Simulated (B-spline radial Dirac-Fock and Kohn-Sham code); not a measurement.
**Ca 2p1/2: cross section and angular parameters**

System: neutral calcium in the configuration 1s2 2s2 2p6 3s2 3p6 4s2; threshold 349.7 eV (tabulated edge). The computed values come from an atomic code on a B-spline grid: Dirac-Hartree-Slater photoionisation with a Latter tail; cross sections with all multipoles, angular parameters from the dipole term and its interference with E2.

Input file task.json (cfg lists n, l and occupation; rrms is the nuclear radius in fm):

```json
{"items": [{
  "Z": 20,
  "q": 0,
  "cfg": [[1, 0, 2], [2, 0, 2], [2, 1, 6], [3, 0, 2], [3, 1, 6], [4, 0, 2]],
  "A": 40,
  "rrms": 3.4776,
  "do": "xps",
  "hv": [52.6, 56.4, 66.3, 80, 94.2, 150, 221.0, 300, 375.0, 471.0, 611.0, 613.0, 622.0, 711.0, 800, 1000, 1610.0, 3030.0, 3600.0, 3680.0, 3740.0, 4000, 4040.0, 5270.0, 5414.7, 7840.0, 12000, 13500.0, 14000.0],
  "edges": {"K": 4038.5, "L1": 438.4, "L2": 349.7, "L3": 346.2}
}]}
```

Run with: `python xray2_run.py task.json out`

For linearly polarised light dσ/dΩ = σ/(4π) [1 + β P₂(cos θ) + (δ + γ cos²θ) sin θ cos φ], with θ from the polarisation vector and φ the angle between the beam and the projection of the electron momentum on the plane normal to the polarisation.

```
hν (eV)  σ (kb)      β       γ      δ
    375     752  0.776  -0.069  0.007
    471       ?      ?       ?      ?
    611     260  1.441   0.084  0.016
    613     258  1.441   0.086  0.017
    622     249  1.445   0.092  0.017
    711     178  1.466   0.153  0.019
    800     131  1.468   0.209  0.021
   1000    71.2  1.444   0.318  0.026
   1610    18.2  1.315   0.550  0.042
   3030    2.56  1.047   0.828  0.085
   3600    1.46  0.966   0.897  0.102
   3680    1.36  0.955   0.905  0.105
   3740    1.29  0.947   0.912  0.107
   4000    1.03  0.916   0.938  0.114
   4040   0.998  0.911   0.941  0.116
   5270   0.408  0.786   1.040  0.151
 5414.7   0.372  0.774   1.049  0.155
   7840   0.102  0.611   1.174  0.218
  12000  0.0222  0.449   1.314  0.309
  13500  0.0144  0.409   1.354  0.338
  14000  0.0126  0.397   1.366  0.347
```

Problem. Give the values at 471 eV.

Solution. σ = 477 kb, β = 1.288, γ = -0.022, δ = 0.012.
